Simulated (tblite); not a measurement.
Species: C₄H₁₀NSi (doublet state).
Z-matrix (Å and degrees, GFN2-xTB geometry), rows numbered from 1:
```
N 
C   1  1.3941
C   2  1.4624  1  121.49
C   3  1.5567  2  114.38  1   142.47
Si  4  1.9092  3   91.41  2   136.39
C   3  1.5674  2  115.55  1  -104.52
H   1  1.0114  2  113.84  3   -29.75
H   1  1.0106  2  114.77  3  -161.59
H   2  1.0766  1  115.77  3  -161.39
H   3  1.0937  2  109.54  1    18.75
H   4  1.0892  3  110.71  2    20.52
H   4  1.0881  3  113.61  2  -100.27
H   5  1.4619  4  117.61  3  -125.96
H   5  1.4637  4  114.87  3   100.67
H   6  1.0878  3  113.50  2   101.07
H   6  1.0891  3  110.70  2   -19.67
```

Computed values, GFN2-xTB/tblite, gas phase, harmonic and unscaled. Against measured fundamentals such values can be off by several per cent, at times by over 20. Modes of hydrogen on silicon can be 10 to 20 % off. One conformer, not necessarily the lowest. Open shells enter through the occupations alone, without spin polarisation, and single modes of such species can be off by tens of per cent.

Harmonic wavenumbers (cm⁻¹): 53.8, 73.2, 222.9, 297.8, 363.1, 374.3, 442.2, 450.2, 487.1, 556.6, 598.3, 688.4, 715.4, 740.1, 758.2, 777.1, 819.4, 892.3, 968.0, 1008.6, 1020.6, 1053.4, 1173.5, 1181.2, 1208.4, 1237.5, 1245.7, 1281.2, 1420.0, 1471.9, 1477.4, 1506.0, 2250.8, 2264.7, 2936.7, 2989.0, 2994.3, 3002.0, 3005.0, 3104.3, 3386.4, 3446.7.

A = 8031, B = 1508, C = 1376 MHz; mass 100.058 u (most abundant isotopes); point group C1, symmetry number 1; spin multiplicity 2.

**Question.** Zero-point energy?

**Answer.** ½Σν̃ = 27972 cm⁻¹ = 334.62 kJ/mol.

**Question.** Give the ideal-gas entropy at 298.15 K and 1 bar in the rigid-rotor, harmonic-oscillator model (classical rotation).

**Answer.** Translation 166.30, rotation 114.47, vibration 83.19, spin (R ln 2) 5.76: S = 369.7 J/(mol K).

**Question.** And Cp and H(298.15 K) − H(0)?

**Answer.** Cp = 136.12 J/(mol K), of which vibrations give 102.87 (their classical limit is 42 R = 349.2); H(298.15 K) − H(0) = 23.68 kJ/mol without the zero-point energy, 13.77 from vibrations.

**Question.** How do the functions run with temperature in this model?

**Answer.** 
```json
{"T (K)": "150", "S (J/(mol K))": "299.1", "Cp (J/(mol K))": "76.4", "H − H(0) (kJ/mol)": "7.95", "G − H(0) (kJ/mol)": "-36.92", "ln q(vib)": "1.89"}
{"T (K)": "250", "S (J/(mol K))": "347.5", "Cp (J/(mol K))": "116.8", "H − H(0) (kJ/mol)": "17.59", "G − H(0) (kJ/mol)": "-69.28", "ln q(vib)": "3.57"}
{"T (K)": "400", "S (J/(mol K))": "415.0", "Cp (J/(mol K))": "172.9", "H − H(0) (kJ/mol)": "39.48", "G − H(0) (kJ/mol)": "-126.53", "ln q(vib)": "6.41"}
{"T (K)": "600", "S (J/(mol K))": "496.0", "Cp (J/(mol K))": "226.1", "H − H(0) (kJ/mol)": "79.76", "G − H(0) (kJ/mol)": "-217.82", "ln q(vib)": "10.40"}
{"T (K)": "900", "S (J/(mol K))": "597.9", "Cp (J/(mol K))": "276.0", "H − H(0) (kJ/mol)": "155.70", "G − H(0) (kJ/mol)": "-382.43", "ln q(vib)": "16.23"}
```

q(vib) and H(0) count from the zero-point level.

**Question.** Blend soft modes into free rotors: weight 1/[1 + (100 cm⁻¹/ν̃)⁴] for the oscillator and the rest for a rotor with moment μB/(μ + B), μ = h/(8π²ν), B = 10⁻⁴⁴ kg m². What vibrational entropy results?

**Answer.** 75.71 J/(mol K) in place of 83.19, which changes −T·S at 298.15 K by +2.23 kJ/mol.

**Question.** What must be added to the electronic energy to get the Gibbs energy at 298.15 K and 1 bar?

**Answer.** ZPE + [H(298.15 K) − H(0)] − T·S = 334.62 + 23.68 − 110.23 = 248.07 kJ/mol.

Hindered rotation and anharmonicity are outside this model. Other conformers, if any are populated, would add a mixing term that is left out. The structure is chiral; the term R ln 2 for an equal mix with its mirror image is left out.
